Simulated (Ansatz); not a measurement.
Species: C$_{4}$H$_{10}$I$_{2}$Sn, SMILES `C[CH2][Sn]([I])([I])[CH2]C` (C–C–Sn–I torsion 59°, I–Sn–C–C torsion -57°) (charge 0, multiplicity 1).

### Question
Give a relaxed geometry from PBE-D3(BJ)/def2-SVP in Ansatz (a quantum-chemistry and plane-wave program).

### Answer
One answer among several that fit: the end point of this relaxation, one of several conformers (outside a Z-matrix the atoms follow the SMILES, hydrogens last).
Z-matrix (Å, degrees):
```
Sn
C 1 2.1867
H 2 1.1098 1 105.32
H 2 1.1098 3 108.04 1 -112.12
C 2 1.5246 3 112.57 4 -124.89
H 5 1.1091 2 111.67 3 -58.61
H 5 1.1091 6 107.57 2 122.83
H 5 1.1107 6 107.50 7 115.50
C 1 2.1867 2 122.41 3 -56.75
H 9 1.1098 1 105.23 2 58.27
H 9 1.1098 10 108.04 1 112.18
C 9 1.5246 10 112.54 11 124.90
H 12 1.1091 9 111.67 10 178.99
H 12 1.1091 13 107.57 9 122.84
H 12 1.1107 13 107.51 14 115.50
I 1 2.7433 2 106.50 3 65.76
I 1 2.7433 2 106.45 3 -179.35
```
